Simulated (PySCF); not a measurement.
Compound: C5H6OP2.
Geometry (PBE0/6-31G*, Å), atoms numbered from 1 in this order:
```
atom  x, y, z in Å
C1    -2.6060   -0.3188   -0.3591
O2    -1.7502    0.4489    0.4623
C3    -0.4141    0.3135    0.3077
C4     0.3263    1.1137    1.1794
P5     2.0345    1.2868    1.3569
C6     2.6660    0.1945    0.1572
C7     1.9478   -0.6036   -0.7106
P8     0.2276   -0.7979   -0.9116
H9    -3.6217   -0.0577   -0.0580
H10   -2.4600   -0.0791   -1.4202
H11   -2.4400   -1.3938   -0.2121
H12   -0.2782    1.7238    1.8521
H13    3.7537    0.1493    0.1000
H14    2.5193   -1.2293   -1.3988
```

Computed, not measured: PBE0/6-31G* geometry optimisation, gas phase in PySCF 2.14.0.

Take the most abundant isotopes and a rigid rotor. The values belong to one conformer with, in the numbering `[CH3:1][O:2][c:3]1[cH:4][p:5][cH:6][cH:7][p:8]1`, C1–O2–C3–C4 180°.

**Question.** Give the principal moments of inertia and the rotational constants in GHz.

**Answer.** Ia = 183.33, Ib = 442.62, Ic = 622.73 u·Å²; 505379 MHz·u·Å²/I gives 2757, 1142 and 811.6 MHz, that is A = 2.7567, B = 1.1418, C = 0.8116 GHz.

**Question.** What kind of rotor is it?

**Answer.** An asymmetric top: κ = (2 × 1142 − 2757 − 811.6)/(2757 − 811.6) = -0.66.

**Question.** What does the inertial defect say?

**Answer.** Not planar: Δ = Ic − Ia − Ib = -3.21 u·Å². For a rigid frame Δ = −2 Σ m c², so Σ m c² = 1.61 u·Å² lies off the ab plane, practically all of it from hydrogen. The atom farthest from that plane is 0.90 Å away.

**Question.** Give the other two planar moments, Paa and Pbb, and the rms extents of the mass along the axes.

**Answer.** Paa = Σ m a² = (Ib + Ic − Ia)/2 = 441.01 and Pbb = Σ m b² = (Ia + Ic − Ib)/2 = 181.72 u·Å². With the mass M = 143.99 u, the rms extents √(P/M) along a, b and c are 1.75, 1.12, 0.11 Å.

**Question.** List the rotational levels J(Ka,Kc) to J = 3 (MHz).

**Answer.** Above 0(0,0):
J = 1: 1(0,1) 1953, 1(1,1) 3568, 1(1,0) 3898
J = 2: 2(0,2) 5814, 2(1,2) 7145, 2(1,1) 8135, 2(2,1) 12980, 2(2,0) 13026
J = 3: 3(0,3) 11497, 3(1,3) 12483, 3(1,2) 14460, 3(2,2) 18840, 3(2,1) 19063, 3(3,1) 27767, 3(3,0) 27771
The levels of one J sum to (2J + 1)J(J + 1)(A + B + C)/3.

**Question.** Which lines would a microwave search look for?

**Answer.** The dipole components are |μa| = 1.32 D, |μb| = 0.72 D, |μc| = 0.00 D; the mirror of this Cs structure is the ab plane, so μc vanishes by symmetry (the 0.01 D computed is a residue) and there are no c-type lines. The squared components, which scale the intensities, stand as 1.00 : 0.30 (a : b). Some of the stronger lines:

```
type  branch         J(Ka,Kc)    MHz  lower level (cm⁻¹)
   a       Q  1(1,0) ← 1(1,1)    330               0.119
   a       R  1(0,1) ← 0(0,0)   1953               0.000
   b       R  2(0,2) ← 1(1,1)   2246               0.119
   b       Q  4(1,3) ← 4(0,4)   3931               0.630
   b       Q  3(2,1) ← 3(1,2)   4603               0.482
   a       R  3(0,3) ← 2(0,2)   5683               0.194
   a       R  3(2,1) ← 2(2,0)   6037               0.434
   a       R  4(1,3) ← 3(1,2)   8370               0.482
   b       R  3(2,2) ← 2(1,1)  10705               0.271
   b       R  3(3,1) ← 2(2,0)  14741               0.434
   b       R  4(3,2) ← 3(2,1)  16598               0.636
```

**Question.** Estimate the classical rotational partition function at 25 K, 50 K and 500 K.

**Answer.** Point group Cs, symmetry number σ = 1; q = (√π/σ)·√((kT/h)³/(ABC)), k/h = 20836.6 MHz/K: 13200 at 25 K, 37300 at 50 K, 1180000 at 500 K.

No PBE0/6-31G* frequencies stand behind this structure, so it isn't proved a minimum. These are rigid-rotor constants of the computed structure; measured ground-state constants (B0) also hold zero-point vibration. A rigid rotor knows nothing of internal rotation, which can split or shift real lines.
